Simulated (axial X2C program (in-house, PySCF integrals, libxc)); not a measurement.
## Nuclear properties of GeC⁺

Computed with an in-house all-electron X2C program for linear molecules (integrals from PySCF): two-component X2C with atomic mean-field Coulomb and Gaunt terms, Gaussian nuclei, basis Ge dyall-cv3z, C dyall-v3z with contracted cores.

R = 1.911 Å (near the PBE0 minimum at charge 1 of the determinant lowest at the starting distance; the state shown can have its own minimum elsewhere).

Determinant lowest in the PBE0 search, Ω = 3/2 (⟨Sz⟩ = 1.50, ⟨Lz⟩ = 0.00 at PBE0), spin on the atoms Ge 0.39, C 1.11:

```json
{"level": "PBE0", "Eeff magnitude (GV/cm)": "0.628", "Ws magnitude Ge (kHz)": "0.208", "A∥/gI Ge (MHz)": "-78.7", "qzz Ge (a.u.)": "-3.47", "A∥/gI C (MHz)": "87.1", "qzz C (a.u.)": "-0.12"}
{"level": "HF", "Eeff magnitude (GV/cm)": "0.0712", "Ws magnitude Ge (kHz)": "0.0456", "A∥/gI Ge (MHz)": "-81.9", "qzz Ge (a.u.)": "-4.81", "A∥/gI C (MHz)": "171", "qzz C (a.u.)": "-0.05"}
{"level": "PBE50", "Eeff magnitude (GV/cm)": "0.484", "Ws magnitude Ge (kHz)": "0.167", "A∥/gI Ge (MHz)": "-95", "qzz Ge (a.u.)": "-3.85", "A∥/gI C (MHz)": "101", "qzz C (a.u.)": "-0.09"}
{"level": "r2SCAN", "Eeff magnitude (GV/cm)": "0.508", "Ws magnitude Ge (kHz)": "0.175", "A∥/gI Ge (MHz)": "-113", "qzz Ge (a.u.)": "-3.48", "A∥/gI C (MHz)": "106", "qzz C (a.u.)": "-0.14"}
{"level": "LDA", "Eeff magnitude (GV/cm)": "0.797", "Ws magnitude Ge (kHz)": "0.254", "A∥/gI Ge (MHz)": "-23.8", "qzz Ge (a.u.)": "-3.12", "A∥/gI C (MHz)": "86", "qzz C (a.u.)": "-0.17"}
```

Determinant 1.26 eV from it at PBE0 and this distance, Ω = 1/2 (⟨Sz⟩ = 0.50, ⟨Lz⟩ = 0.00 at PBE0), spin on the atoms Ge 0.09, C 0.41:

```
 level  Eeff magnitude (GV/cm)  Ws magnitude Ge (kHz)  A∥/gI Ge (MHz)  qzz Ge (a.u.)  A∥/gI C (MHz)  qzz C (a.u.)
  PBE0                    1.31                   1.16             209          -2.56            220         -0.27
    HF                    1.15                  0.997             391          -2.50            147         -0.37
 PBE50                    1.18                   1.04             147          -2.80            209         -0.26
r2SCAN                    1.43                   1.25             311          -2.30            213         -0.34
   LDA                    1.34                   1.18             506          -2.35            231         -0.31
```

Eeff is the effective electric field on the electron electric dipole moment in this Ω state and Ws the scalar–pseudoscalar constant of the nucleus named (defined with the proton number Z and per Ω); A∥ (defined per Ω) follows by multiplying with gI = μI/(I μN); qzz is the electric field gradient, eQq0 = 234.96 MHz × Q/barn × qzz. The operators were transformed with the bare-nucleus X2C matrices; with these basis sets, hyperfine constants and field gradients can be off by tens of per cent, and where levels differ in sign neither size nor sign is settled.

Task: With Q(73Ge) = -0.196 barn, gI(13C) = 1.4048 (g factors from the IAEA table of nuclear moments by Stone; Q from Pyykkö, Mol. Phys. 2018), turn the PBE0 values of the first state into constants in MHz.

Result: eQq0(73Ge) = 234.96 × (-0.196) × (-3.47) = 160 MHz; A∥(13C) = 87.1 × 1.4048 = 122 MHz.

Each state is one determinant with collinear spin, which with several unpaired electrons need not be a pure state. Unrestricted Hartree–Fock can overshoot spin polarisation at the nuclei. This is the top spin component of a Σ state; components of lower Ω are not single determinants and can lie lower. With several open shells hyperfine constants can be off by a factor of several. Where Eeff spreads by more than a factor of two the levels disagree and none is to be relied on. The search compared states at one distance, so a state with another bond length can lie lower. Further determinants of the search, some of them spin-mixed, are not shown. Where a field gradient or hyperfine factor spreads by more than a factor of two over the levels, a constant derived from it is not to be relied on. PBE0 term energies can be off by some tenths of an eV.
